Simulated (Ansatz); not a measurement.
```xyz
12

O    -1.0754    2.1915    0.8446
Si   -1.1071    0.5790    1.1433
N     0.4034   -0.2325    0.8581
C     0.8161   -0.6723   -0.3509
C     0.3910   -0.7659   -1.6396
B     1.7176   -1.2886   -1.3458
H    -0.9982    2.4871   -0.0635
H    -1.3895    0.4564    2.5879
H    -2.1057   -0.0909    0.2773
H     1.0800   -0.3320    1.5997
H    -0.4666   -0.5250   -2.2521
H     2.7344   -1.8067   -1.6591
```

The species carries charge 0 and has multiplicity 1.

Task: List the ωB97M-V/def2-TZVPP orbital energies in eV (Ansatz). (Best estimate.)

Result: The calculation gave: Occupied: -1807.80, -526.36, -395.15, -282.62, -281.30, -187.10, -148.76, -102.89, -102.88, -102.86, -31.15, -28.50, -24.98, -19.27, -18.26, -17.63, -16.66, -14.65, -14.30, -13.88, -13.05, -12.49, -11.66, -11.12, -10.12, -9.66. Lowest empty: 1.63, 2.09, 2.29, 2.84, 3.05, 3.35, 3.56, 3.72.
